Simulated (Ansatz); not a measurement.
Isolated molecules relaxed with PBE0-D4/def2-TZVP in Ansatz; ΔE leaves out vibrations. CCSD(T)/CBS adds triple-zeta CCSD(T) − MP2 to the extrapolated MP2 energy (def2 sets, frozen cores). Functionals use def2-TZVPP. Each species was taken in one conformer, which may not be the lowest.

Reaction (isomerisation): `OBCO` → `BOCO`

```csv
level,ΔE (kJ/mol)
B97M-V,57.1
r2SCANh-D4,55.3
BHLYP-D4,49.3
HF/CBS(def2),39.9
```

Question: What does CCSD(T)/CBS give? (Best estimate.)

Answer: Ansatz gave: +54.7 kJ/mol. The listed levels differ from it by 2.4, 0.6, -5.4, -14.8 kJ/mol.

Largest T1 diagnostic among the species: 0.013.

At CCSD(T), def2-SVP lies −13.7 kJ/mol from the extrapolated value and def2-TZVPP −4.6 kJ/mol. In def2-TZVPP, CCSD(T) changes the Hartree–Fock value by +10.3 kJ/mol (the triples alone add −0.3 kJ/mol) and MP2 by +13.6 kJ/mol.
